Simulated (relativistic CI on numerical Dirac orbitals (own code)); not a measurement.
Computed by Dirac-Coulomb-Breit CI, separate exchange-only KLI orbitals for each configuration, QED by a radiative potential, unscaled Slater integrals (own radial code, finite nucleus).

CI space (outside the closed core [Kr] 4d10): 4f14.5s2.5p6, 4f14.5s2.5p5.5d, 4f14.5s.5p6.5d, 4f14.5s2.5p5.5f, 4f13.5s2.5p6.5d, 4f14.5s2.5p5.6s, 4f14.5s2.5p5.5g, 4f14.5s.5p6.5f, 4f14.5s2.5p5.6p, 4f13.5s2.5p6.6s, 4f14.5s.5p6.5g, 4f14.5s2.5p5.6d, 4f13.5s2.5p6.6p, 4f14.5s.5p6.6s, 4f13.5s2.5p6.5f, 4f14.5s2.5p5.7s, 4f14.5s2.5p5.7p, 4f14.5p6.5d2, 4f14.5p5.5d3, 4f14.5p5.5d2.5f, 4f13.5p6.5d3, 4f14.5p5.5d2.6s, 4f14.5p5.5d2.5g, 4f14.5p6.5f2, 4f14.5p5.5d.5f2, 4f14.5p5.5f3, 4f13.5p6.5d.5f2, 4f14.5p5.5f2.6s, 4f14.5p5.5f2.5g. Double excitations out of closed p, d and f shells are left out; levels of such configurations are missing from the list, as are those of other unlisted configurations, and high levels can miss mixing partners. Some configurations lack a partner that the ground configuration has and come out too high, among them 4f14.5s2.5p5.6p, 4f13.5s2.5p6.6s, 4f14.5s2.5p5.6d, 4f13.5s2.5p6.6p, 4f13.5s2.5p6.5f.

At this charge transitions that keep the count of f electrons are usually good to a few per cent. Levels and lines within the n = 5 or 6 shells can be off by up to 10 % or somewhat more, and those that change n by about 2 %, since core polarisation is missing. Levels that differ in their count of f electrons can be misplaced by several ten thousand cm⁻¹, since the correlation energy of f electrons is missing or only estimated; rates across such gaps can be off by orders of magnitude.

Outline of the computed level scheme of Pt XI. Lowest level of each configuration: 4f14.5s2.5p6 1S_0 at 0.000 eV; 4f14.5s2.5p5.5d 3P°_0 at 51.765 eV; 4f13.5s2.5p6.5d 3P°_2 at 85.543 eV; 4f14.5s2.5p5.6s 3P°_2 at 88.919 eV; 4f14.5s2.5p5.6p 3S_1 at 102.394 eV; 4f14.5s.5p6.5d 3D_1 at 109.850 eV.

Some strong electric-dipole decays among the lowest 45 levels: 4f13.5s2.5p6.5d 1P°_1 → 4f14.5s2.5p6 1S_0 (4.7e+11 s⁻¹); 4f14.5s2.5p5.5d 1P°_1 → 4f14.5s2.5p6 1S_0 (4.1e+11 s⁻¹); 4f14.5s2.5p5.5d 3D°_1 → 4f14.5s2.5p6 1S_0 (9.6e+10 s⁻¹); 4f14.5s2.5p5.6s 1P°_1 → 4f14.5s2.5p6 1S_0 (5.4e+10 s⁻¹); 4f14.5s2.5p5.6s 3P°_1 → 4f14.5s2.5p6 1S_0 (3.7e+10 s⁻¹); 4f14.5s2.5p5.6p 3D_3 → 4f14.5s2.5p5.5d 3F°_4 (3.2e+10 s⁻¹); 4f14.5s.5p6.5d 3D_2 → 4f14.5s2.5p5.5d 3F°_3 (2.7e+10 s⁻¹); 4f14.5s2.5p5.6p 3D_2 → 4f14.5s2.5p5.5d 3F°_3 (2.7e+10 s⁻¹).

LS names give the leading component of a level, which can be under half, so a name can repeat, a term be missing and a line seem to break the LS rules.
